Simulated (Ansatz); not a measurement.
Ligand-field states of FeI₂ at its PBE0-D4/def2-TZVP geometry (relaxed as a quintet).

Cartesian coordinates in Å:
```
Fe 0.0096 -0.0147 -0.0004
I -1.8897 -1.1945 -1.0723
I 1.8802 1.2091 1.0726
```

CASSCF(6,5) on the Fe 3d shell in def2-TZVP, averaged with equal weights over 5 quintets and 12 triplets and 6 singlets, then SC-NEVPT2; Ansatz, no spin–orbit coupling. The space holds no ligand orbitals and no second d shell, so covalent complexes are described poorly.

(1) Estimate the states' energies above the lowest.

Answers

(1) 
```tsv
state	CASSCF (eV)	NEVPT2 (eV)
quintet 1	0.00	0.00
quintet 2	0.00	0.00
quintet 3	0.35	0.40
quintet 4	0.35	0.40
quintet 5	0.39	0.39
triplet 1	2.73	2.57
triplet 2	2.73	2.57
triplet 3	2.74	2.60
triplet 4	2.74	2.60
triplet 5	2.74	2.61
triplet 6	2.75	2.59
triplet 7	2.75	2.59
triplet 8	2.83	2.68
triplet 9	2.83	2.68
triplet 10	3.00	2.92
triplet 11	3.00	2.92
triplet 12	3.06	2.64
singlet 1	3.98	3.76
singlet 2	4.00	3.77
singlet 3	4.00	3.77
singlet 4	4.03	3.81
singlet 5	4.03	3.81
singlet 6	4.10	3.90
```
The lowest NEVPT2 state is a quintet. It took 35 s on 2 threads of Intel Xeon 6975P-C on a shared host, peak host memory 0.86 GiB.
